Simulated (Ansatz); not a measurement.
Molecule: sum formula H₉Si₄O₃Cl, net charge 0, singlet state. 
Coordinates optimised at B3LYP-D3(BJ)/def2-TZVP (Ansatz, a quantum-chemistry and plane-wave program):
SMILES: [SiH3]O[Si](Cl)(O[SiH3])O[SiH3]
```xyz
17

Si    -0.0084     3.0342    -0.6898
O      0.2936     1.5979     0.0559
Si    -0.0042     0.0167     0.0542
Cl     0.1408    -0.6860    -1.8791
O     -1.4910    -0.2672     0.5996
Si    -2.7099    -1.3697     0.6966
O      1.0753    -0.7498     0.9681
Si     2.6366    -1.2580     1.0871
H     -1.4590     3.1749    -0.9454
H      0.7301     3.0934    -1.9692
H      0.4531     4.1094     0.2112
H     -3.3880    -1.4753    -0.6128
H     -2.1663    -2.6905     1.0834
H     -3.6601    -0.8940     1.7220
H      2.8613    -1.6823     2.4837
H      3.5550    -0.1509     0.7401
H      2.8597    -2.3955     0.1695
```

Dipole moments at this geometry, in debye (magnitudes).

```
level                    program  dipole (D)
-----------------------  -------  ----------
SVWN5/def2-TZVPD          Ansatz        0.56
PBE/def2-TZVPD            Ansatz        0.60
r2SCAN/def2-TZVPD         Ansatz        0.61
B3LYP/def2-TZVPD          Ansatz        0.57
PBE0/def2-TZVPD           Ansatz        0.58
BHLYP/def2-TZVPD          Ansatz        0.55
r2SCANh/def2-TZVPD        Ansatz        0.59
r2SCAN0/def2-TZVPD        Ansatz        0.58
HSE06/def2-TZVPD          Ansatz        0.58
CAM-B3LYP/def2-TZVPD      Ansatz        0.56
LC-wPBE/def2-TZVPD        Ansatz           ?
wB97X-V/def2-TZVPD        Ansatz        0.58
CCSD(T)/aug-cc-pV(D+d)Z   Ansatz           ?
```

### Question
What belongs in the gaps?

### Answer

- LC-wPBE/def2-TZVPD, dipole (D): 0.57
- CCSD(T)/aug-cc-pV(D+d)Z, dipole (D): 0.58
